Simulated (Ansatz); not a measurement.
Total energies of B₃NH₁₀ (relaxed from a model of B3H7(NH3), whose bonding it doesn't keep) from Ansatz at PBE-D4/def2-TZVP, gas phase (1 Eh = 27.2114 eV = 2625.5 kJ/mol). The reference geometry is relaxed at PBE0-D4/def2-SVP.

Cartesian coordinates in Å:
```
B 0.929 0.323 -0.935
B -0.209 1.336 -0.114
H 0.199 1.348 -1.387
B 0.308 -0.217 0.695
N -0.843 -1.323 0.468
H 1.371 -0.800 0.803
H 2.081 0.684 -0.980
H 0.611 -0.594 -1.675
H 0.197 2.361 0.380
H -1.419 1.214 -0.210
H 0.081 0.352 1.746
H -1.751 -0.861 0.393
H -0.673 -1.816 -0.411
H -0.883 -2.005 1.225
```

```csv
state,geometry,energy (Eh)
charge 0 singlet,reference,-135.15542
charge 1 doublet,reference,-134.79469
free B atom (doublet),–,-24.61008
free H atom (doublet),–,-0.49962
free N atom (quartet),–,-54.53214
```

(1) Work out the vertical ionisation energy to the doublet.

(2) What is the binding energy per atom against free atoms?

(1) E(charge 1 doublet) − E(charge 0 singlet) = -134.79469 − (-135.15542) = 0.36073 Eh = 9.82 eV. For comparison, −ε of the highest occupied level is 6.67 eV at this level, 3.15 eV less.

(2) Atoms: 3 × (-24.61008) + 10 × (-0.49962) + 1 × (-54.53214) = -133.35858 Eh. Binding: -133.35858 − (-135.15542) = 1.79684 Eh = 48.89 eV, or 3.49 eV for each of 14 atoms (no zero-point energy, no counterpoise term).

At PBE-D4/def2-TZVP the gap within one spin of the charge 1 doublet nearly closes, so an electron or hole may be smeared out by delocalisation error.
